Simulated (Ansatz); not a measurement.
Consider the atomization: `O[Si@H](F)N[Si@H](O)Cl` → Cl• + F• + 5 H• + N• + 2 O• + 2 Si•.

Calculated with Ansatz (gas phase, PBE0-D4/def2-TZVP geometries, no zero-point term in ΔE). CBS: MP2 limit from def2 TZ/QZ plus the TZ coupled-cluster correction, frozen cores. This one scheme is used for every species, atoms too. Functionals use def2-TZVPP. No spin–orbit coupling; open shells (•) take unrestricted orbitals. Spin–orbit coupling would lower the free atoms: a little for Cl, F, O, Si. One conformer a species, not always the lowest.

CCSD(T)/CBS gives +48.63 eV.

Q: Another level gave +48.38 eV. Which?
A. HF/def2-TZVPP
B. CCSD/def2-TZVPP
C. PBE/def2-TZVPP
D. PBE0/def2-TZVPP

A: C. PBE 48.38, HF/def2-TZVPP 34.45, PBE0 47.43, CCSD/def2-TZVPP 46.17 eV.

Largest T1 diagnostic among the species: 0.012.

The D4 term adds +0.59 eV with B3LYP and +0.31 eV with PBE0; it sums over pairs of atoms, weighted by their polarisabilities, and B3LYP, whose exchange is more repulsive, gets the larger term. In def2-TZVPP, CCSD(T) changes the Hartree–Fock value by +12.50 eV (the triples alone add +0.78 eV) and MP2 by +13.95 eV; breaking electron pairs costs correlation energy, which Hartree–Fock lacks.

B3LYP here is the variant with VWN-RPA as its local correlation; programs differ in this.

For atomizations the MP2-based limit and the directly extrapolated one differ by several kJ/mol either way, and by 10 to 25 for some Ge, Se and Sn compounds, so smaller differences from it don't rank the levels.
